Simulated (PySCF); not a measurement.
A side-by-side comparison of computed properties.

First species: C3H11NOSi2.
Atom-mapped SMILES: `[OH:1][CH2:2][C@@H:3]1[CH2:4][SiH2:5][NH:6][SiH2:7]1` (hydrogens: H8 on O1; H9, H10 on C2; H11 on C3; H12, H13 on C4; H14, H15 on Si5; H16 on N6; H17, H18 on Si7)

Cartesian coordinates in Å at the PBE0-D3(BJ)/def2-SVP level; atoms count from 1:
```
atom  x, y, z in Å
O1     2.4949   -1.2347   -0.0594
C2     1.9517    0.0040    0.3265
C3     0.5886    0.1201   -0.3254
C4    -0.2221    1.3492    0.1180
Si5   -2.0418    1.0356   -0.2978
N6    -2.0481   -0.7021   -0.1834
Si7   -0.4669   -1.4368   -0.0261
H8     3.3091   -1.3885    0.4283
H9     2.6042    0.8491    0.0243
H10    1.8293    0.0690    1.4277
H11    0.7393    0.1585   -1.4200
H12    0.1631    2.2843   -0.3218
H13   -0.1562    1.4667    1.2150
H14   -2.9763    1.6908    0.6732
H15   -2.4106    1.5460   -1.6601
H16   -2.9014   -1.2480   -0.2180
H17   -0.2278   -2.0126    1.3387
H18   -0.2606   -2.5268   -1.0262
```

Second species: methylsulfanylsilane, CH6SSi.
Z-matrix (Å and degrees, PBE0-D3(BJ)/def2-SVP geometry), rows numbered from 1:
```
C 
S   1  1.8226
Si  2  2.1385  1   99.37
H   1  1.0995  2  111.48  3    61.99
H   1  1.0982  2  106.73  3  -179.53
H   1  1.0995  2  111.49  3   -61.06
H   3  1.4961  2  111.34  1   -60.66
H   3  1.4905  2  106.22  1   179.57
H   3  1.4962  2  111.31  1    59.78
```

Levels: PBE0/def2-SVPD for HOMO energy, LUMO energy, HOMO–LUMO gap and static isotropic polarisability; TDDFT PBE0/def2-SVPD for lowest singlet excitation; TDA PBE0/def2-SVPD for lowest triplet excitation (Tamm–Dancoff); ΔSCF PBE0/def2-SVPD for vertical ionisation energy. Geometries: PBE0-D3(BJ)/def2-SVP. Each species is one conformer at its optimised geometry, gas phase, non-relativistic unless stated; the electronic structure was computed with PySCF and density fitting.

```csv
property,column X,column Y
HOMO energy,-7.10 eV,-6.97 eV
LUMO energy,0.33 eV,-0.01 eV
HOMO–LUMO gap,7.43 eV,6.96 eV
lowest singlet excitation,6.09 eV,5.51 eV
lowest triplet excitation (Tamm–Dancoff),5.78 eV,5.14 eV
static isotropic polarisability,98.6 au,63.6 au
vertical ionisation energy,8.90 eV,9.13 eV
```

Problem. Which column belongs to which species?

Solution. Column X is the first species and column Y the second. The first has 18 atoms and 72 electrons, the second 9 and 42.

Problem. How does each property change from the first species to the second?

Solution. HOMO energy +0.13 eV; LUMO energy -0.34 eV; HOMO–LUMO gap -0.47 eV; lowest singlet excitation -0.58 eV; lowest triplet excitation (Tamm–Dancoff) -0.64 eV; static isotropic polarisability -35.0 au; vertical ionisation energy +0.23 eV.

On the first: The vertical singlet–triplet gap S1 − T1 is 0.31 eV (TDDFT singlet less Tamm–Dancoff triplet; S1: HOMO→LUMO, weight 0.78; T1: HOMO→LUMO, weight 0.77). The ΔSCF ionisation energy exceeds −ε(HOMO) by 1.80 eV with PBE0.

On the second: S1 lies 1.45 eV below the HOMO–LUMO gap; its leading configuration is HOMO→LUMO, weight 0.94. The vertical singlet–triplet gap S1 − T1 is 0.37 eV (TDDFT singlet less Tamm–Dancoff triplet; S1: HOMO→LUMO, weight 0.94; T1: HOMO→LUMO, weight 0.83).
